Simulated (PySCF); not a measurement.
NO, doublet, at the geometry optimised at the base level; PBE/STO-3G, frequencies run with PySCF.

PySCF was given this input:
```python
from pyscf import gto, scf, dft
from pyscf.hessian import thermo

mol = gto.Mole()
mol.atom = '''
    N    -0.00000000   -0.00000000   -0.64758370
    O     0.00000000    0.00000000    0.56663574
'''
mol.basis = 'sto-3g'
mol.spin = 1
mol.verbose = 3
mol.build()

mf = dft.UKS(mol)
mf.xc = 'pbe'
mf.kernel()
hess = mf.Hessian().kernel()
freq = thermo.harmonic_analysis(mf.mol, hess)
print('frequencies / cm-1', freq['freq_wavenumber'].round(1))
th = thermo.thermo(mf, freq['freq_au'], 298.15, 101325)
thermo.dump_thermo(mf.mol, th)
```

What the program printed (banner, timings and long lists left out):

```
converged SCF energy = -128.014169635502  <S^2> = 0.75048962  2S+1 = 2.0004896
frequencies / cm-1 [2006.9]
temperature 298.1500 [K]
pressure 101325.00 [Pa]
Rotational constants [GHz] inf 45.89792 45.89792
Symmetry number 1
Zero-point energy (ZPE) 0.00457 [Eh]   12003.813 [J/mol]
                           tot       elec      trans        rot        vib
Entropy [J/mol/K]       206.057      5.763    151.167     49.121      0.006
Cv [J/mol/K]             20.835      0.000     12.472      8.314      0.049
Cp [J/mol/K]             29.149      0.000     20.786      8.314      0.049
Internal energy [J/mol]                      3718.434   2478.956  12005.307
Internal energy [Eh]   -128.00724  -128.01417
Enthalpy [J/mol]                             6197.391   2478.956  12005.307
Enthalpy [Eh]          -128.00629
Gibbs free energy [J/mol]                  -38873.049 -12166.441  12003.659
Gibbs free energy [Eh] -128.02969
```
